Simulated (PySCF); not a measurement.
## Structure revision by computed shifts

A compound C6H7NO2 gives the data below (simulated from a calculation) and was assigned the structure `C=C1C[C@@]1(C=O)C(N)=O`.

¹³C{¹H} NMR (computed): δ 205.9 (CH), 159.2 (CH), 149.9 (C), 106.8 (CH), 51.4 (CH), 35.2 (CH2).

¹H NMR (500 MHz, computed): δ 9.46 (d, 1H), 8.19 (d, 1H), 6.23 (br, 1H), 5.00 (d, 1H), 3.50 (m, 1H), 3.24 (m, 1H), 3.20 (m, 1H).

No solvent model, one computed conformer, no relativistic terms. Geometry from GFN2-xTB; σ from GIAO-PBE0/pcSseg-1; PySCF 2.14.0 with density-fitted response routines.

Referencing at the same level of theory: ¹H (σref 31.72) and ¹³C (σref 186.93) against TMS.

(1) Compare with the shifts computed for the proposed structure, pairing carbons in order of shift.

(2) Which isomer fits?

Results:

(1) Atoms are numbered as in `[CH2:1]=[C:2]1[CH2:3][C@@:4]1([CH:5]=[O:6])[C:7]([NH2:8])=[O:9]`. Each H is labelled by its parent atom.

```tsv
atom	computed for proposal	given list	difference
C5	203.4	205.9	-2.5
C7	167.9	159.2	+8.7
C2	141.2	149.9	-8.7
C1	111.3	106.8	+4.5
C4	43.4	51.4	-8.0
C3	18.5	35.2	-16.7
```

The rms difference is 9.3 ppm and the largest -16.7 ppm at C3 (three-membered-ring carbon). The carbon types in order of shift don't match either: CH, C, C, CH2, C, CH2 for the proposal against CH, CH, C, CH, CH, CH2 in the data. The proposal doesn't fit.

(2) `O=CNC1=C[C@H](C=O)C1`.

1. Carbon types of the structure: 1 × C, 4 × CH, 1 × CH2, leaving 1 H on heteroatoms.
2. δC 205.9: aldehyde carbonyl carbon; low-lying n→π* states of the double bond to the heteroatom give a large paramagnetic term (-269 ppm).
3. δC 159.2: amide carbonyl carbon; it is a carbonyl in resonance with an O or N lone pair, the region of acids, esters and amides.
4. δC 149.9: alkene carbon bearing nitrogen; an sp2 carbon further deshielded by the attached heteroatom.
5. δC 106.8: β carbon of an enol-ether or enamine type C=C; the O or N lone pair pushes π density onto this β carbon and shields it.

The data come from this structure; uniqueness wasn't tested.

OH and NH positions are those of a molecule without intermolecular hydrogen bonds; in solution they move with solvent, concentration and temperature, and exchange usually removes their couplings. Amide-type NH protons are broadened by 14N but still split neighbouring CH signals. Shifts are as computed. Against solution values, carbons near 30 ppm lie about +3 ppm off and those near 130 ppm about +5 ppm. Of 1211 compounds with measured shifts, 218 miss one by over three times the rms of a fit or turn the order of signals round; such compounds aren't used in these exercises. Hydrogen bonding in solution deshields acid and N–H amide carbonyl carbons by as much as 10 ppm beyond these values. No couplings were computed; multiplicities are counted from neighbouring protons, with m where these are inequivalent, close in shift, in a saturated or five-membered ring or joined by F or P, and br s for small geminal =CH2 splittings.
